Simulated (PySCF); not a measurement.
Compound: C3H7F3Si2.
Numbering: `[CH2:1]=[CH:2][SiH2:3][SiH2:4][C:5]([F:6])([F:7])[F:8]` (hydrogens: H9, H10 on C1; H11 on C2; H12, H13 on Si3; H14, H15 on Si4)

Level of theory: PBE0-D3(BJ)/def2-SVP geometry optimisation, gas phase in PySCF 2.14.0.

(1) Give the optimised bond lengths and angles.

Results:

(1) 
```csv
bond,length (pm)
C1=C2,133.8
C2–Si3,187.0
Si3–Si4,234.7
Si4–C5,194.0
"C5–F6, C5–F7, C5–F8",134.2
C1–H9,109.5
C1–H10,109.6
C2–H11,109.8
"Si3–H12, Si3–H13",149.7
"Si4–H14, Si4–H15",149.2
```

Bonds in one row agree within 1 pm and their mean is given. A selection of angles:
```csv
angle,degrees
C1–C2–Si3,125.2
C2–Si3–Si4,112.9
Si3–Si4–C5,111.6
Si4–C5–F6,112.4
F6–C5–F7,106.8
```

Torsions: C1–C2–Si3–Si4 11° (synperiplanar); C2–Si3–Si4–C5 -67° (synclinal); Si3–Si4–C5–F6 65° (synclinal). The mirror-image conformer, all signs reversed, is as good.

The C–Si distances run from 1.870 Å (C2–Si3, drawn single) to 1.940 Å (Si4–C5, drawn single), a spread of 0.070 Å. Si3 (SiH2 silicon) is tetrahedral (angles from 106.4° to 112.9°). Of the pairs four or more bonds apart, F6···H9 is among the closest relative to their van der Waals radii: 2.39 Å, 90 % of the sum of Bondi's values. Si4 (SiH2 silicon) is distorted tetrahedral (angles from 105.1° to 113.0°).

Point group: C1 (no symmetry element, even within 0.4 Å). No frequency check. One conformer, not necessarily the lowest.
